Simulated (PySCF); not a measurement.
# Spin states of LiIn

Unrestricted PBE0; Li aug-cc-pVDZ, In aug-cc-pVDZ-PP with ECP28; scalar-relativistic core potentials (PySCF 2.14). Outer shells of the fragments: Li 2s1; In 4d10 5s2 5p1.

Followed along the bond (rough minima from three points):

```
2Ms+1  unpaired  ⟨S²⟩ at the start  R at minimum (Å)  Te (eV)
    1      none               0.00              3.01     0.00
    3  σ ↑, π ↑               2.00              2.77     0.15
    1  σ ↑, π ↓               1.01              2.85     0.41
    3      σ ↑↑               2.00  none in the scan   ≤ 0.87
    3      π ↑↑               2.00  none in the scan   ≤ 1.01
```

Solutions found at the starting distance of 2.675 Å, counted from the lowest of them; the search is not exhaustive and high or unbound solutions are not listed, so other states can lie among these:

| 2Ms+1 | unpaired | term | E (eV) | ⟨S²⟩ | ⟨Lz²⟩ | μ (D) |
| --- | --- | --- | --- | --- | --- | --- |
| 1 | none | ¹Σ⁺ | 0.00 | 0.00 | 0.00 | -2.49 |
| 3 | σ ↑, π ↑ | ³Π | 0.04 | 2.00 | 1.00 | -3.83 |
| 1 | σ ↑, π ↓ | mixed | 0.31 | 1.01 | 1.00 | -3.84 |
| 3 | π ↑↑ | ³Σ⁻ | 0.94 | 2.00 | 0.00 | -4.32 |
| 3 | σ ↑↑ | ³Σ⁺ | 1.03 | 2.00 | 0.00 | 5.40 |
| 1 | π ↑↓ | mixed | 1.12 | 1.01 | 2.01 | -4.12 |
| 1 | none | mixed | 1.60 | 0.00 | 2.00 | -3.56 |
| 3 | π ↑↑ | mixed | 2.91 | 2.00 | 2.01 | 1.92 |

A term symbol is given only where ⟨S²⟩ and ⟨Lz²⟩ are close to those of a pure state; real π, δ and φ orbitals otherwise mix terms. A positive dipole means Li(−)In(+).

Problem. Compare the gap between the two lowest followed solutions at the starting distance with the gap between their minima.

Solution. At PBE0 the second solution (triplet, unpaired electrons σ ↑, π ↑) lies +0.04 eV from the first (singlet, closed shell) at 2.675 Å and +0.15 eV at the minima; the two curves relax by different amounts, since their minima lie near 2.77 and 3.01 Å.

Spin–orbit coupling is left out. Counting both spins, an empty level lies below a filled one in some of these solutions, because spin and occupation are held.
